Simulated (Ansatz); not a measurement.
`NBC1N[SiH2]1` → `BN[SiH]1CN1`  (isomerisation)

Isolated molecules relaxed with PBE0-D4/def2-TZVP in Ansatz; ΔE leaves out vibrations. CCSD(T)/CBS is the MP2 limit (def2-TZVPP, def2-QZVPP) plus CCSD(T) − MP2 in def2-TZVPP, frozen cores. Functionals use def2-TZVPP. B3LYP here is the variant with VWN-RPA as its local correlation; programs differ in this. One conformer a species, not always the lowest.

`NBC1N[SiH2]1`:

Cartesian coordinates in Å:
```
N -0.748 2.005 0.774
B -0.797 0.861 -0.025
C -0.017 -0.418 0.349
N -0.360 -1.701 -0.372
Si 1.183 -1.128 -0.868
H -1.201 2.864 0.520
H -0.250 2.055 1.646
H -1.424 0.907 -1.047
H 0.338 -0.538 1.377
H -0.462 -2.501 0.236
H 1.315 -0.679 -2.269
H 2.422 -1.728 -0.322
```

`BN[SiH]1CN1`:

Cartesian coordinates in Å:
```
B -0.689 -1.860 -1.468
N -0.634 -0.557 -0.958
Si 0.202 -0.060 0.469
C 1.015 1.555 0.714
N -0.376 1.334 1.249
H -1.294 -2.078 -2.477
H -0.124 -2.736 -0.877
H -1.120 0.171 -1.464
H 0.678 -1.259 1.183
H 1.080 2.338 -0.038
H 1.819 1.616 1.449
H -0.558 1.539 2.218
```

Task: Is it downhill or uphill in electronic energy at CCSD(T)/CBS, and by how much? (An estimate is asked.)

Result: Computed: Downhill: ΔE = -0.41 eV.

Task: What do these levels give: ωB97X-V, ωB97M-V, B3LYP, CCSD(T)/def2-TZVPP, SCS-MP2/def2-QZVPP, HF/CBS(def2)? (Estimate.)

Result: Ansatz gave: ωB97X-V -0.42, ωB97M-V -0.41, B3LYP -0.40, CCSD(T)/def2-TZVPP -0.41, SCS-MP2/def2-QZVPP -0.46, HF/CBS(def2) -0.58 eV.

Largest T1 diagnostic among the species: 0.013.

From PBE to PBE0 (25 % exact exchange), in def2-TZVPP and without D4, ΔE moves by −0.06 eV. In def2-TZVPP, CCSD(T) changes the Hartree–Fock value by +0.17 eV (the triples alone add +0.03 eV) and MP2 by +0.16 eV.
